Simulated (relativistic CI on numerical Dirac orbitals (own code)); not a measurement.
## Radial parameters of Pt⁶⁶⁺

These numbers are calculated, not measured: Dirac-Coulomb-Breit CI, orbitals from a KLI potential per configuration, QED by a radiative potential, unscaled Slater integrals (own radial code, finite nucleus).

Slater integrals F^k, G^k are unscaled and averaged over j, outside the closed core [Ne]; ζ comes from projecting the Hamiltonian with its Breit term on Σ l·s of the shell.

- 3s.3p: G^1(3s,3p) = 736530, ζ(3p) = 2.5531e+06 cm⁻¹; <r>(3s) = 0.1708, <r^2>(3s) = 0.03339, <r>(3p) = 0.1677, <r^2>(3p) = 0.03264 (bohr units).
- 3p2: F^2(3p,3p) = 578820, ζ(3p) = 2.553e+06 cm⁻¹; <r>(3p) = 0.1678, <r^2>(3p) = 0.03268 (bohr units).
- 3s.3d: G^2(3s,3d) = 463160, ζ(3d) = 343520 cm⁻¹; <r>(3s) = 0.1708, <r^2>(3s) = 0.03341, <r>(3d) = 0.1486, <r^2>(3d) = 0.0254 (bohr units).

Averages of the first 10 configurations, taken without configuration mixing, which lowers the lowest level and can move excited configurations by several eV; other configurations of the list can lie among them:

```tsv
Configuration	Parity	States	Average energy above the lowest level (eV)
3s2	even	1	4.2
3s.3p	odd	12	484.0
3p2	even	15	989.2
3s.3d	even	20	924.8
3d2	even	45	1858.9
3p.3d	odd	60	1419.1
3p.4s	odd	12	4146.5
3d.4s	even	20	4573.7
3s.4s	even	4	3649.7
3s.4p	odd	12	3855.2
```
